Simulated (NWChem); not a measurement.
Atomisation of AlClI$_{2}$

SMILES: [Cl][Al]([I])[I]
```xyz
4

Al     0.0000     0.0000    -0.6857
Cl     0.0000     0.0000    -2.7912
I     -2.1462     0.0000     0.5317
I      2.1462     0.0000     0.5317
```
Charge 0, spin multiplicity 1.

All runs are NWChem calculations. The geometry was optimised at PBE/def2-SVP with def2 effective core potentials on I, a minimum by its harmonic frequencies.

Basis set: def2-TZVP. The atomisation energy is electronic alone: no zero-point, thermal, spin-orbit or counterpoise terms. No value is extrapolated to the basis-set limit. Free atoms are single determinants with multiplicities Al 2, Cl 2, I 2. Correlated methods freeze the same cores in atoms and molecule, 18 orbitals in all.

The cost column gives rough processor time relative to HF; each entry includes its own SCF. Costs are the molecule's.

Effective core potentials replace the inner electrons of I; spin-orbit coupling is left out. B3LYP has NWChem's definition, with VWN1-RPA local correlation. The structure started from a generated list of species. No SCF solution was tested for a lower state. Open-shell Hartree-Fock references start from PBE0 orbitals; any time given for them includes that run.

```
method  atomisation energy (kcal/mol)  relative cost
------  -----------------------------  -------------
HF                              188.9              1
PBE0                            248.0        under 3
B3LYP                             [?]        under 3
BP86                              [?]        under 3
TPSS                            247.9        under 3
PBE                               [?]        under 3
MP2                               [?]              5
```

Question: What belongs in the gaps?

Answer: 
- B3LYP, atomisation energy (kcal/mol): 235.3
- BP86, atomisation energy (kcal/mol): 245.3
- PBE, atomisation energy (kcal/mol): 249.4
- MP2, atomisation energy (kcal/mol): 259.7
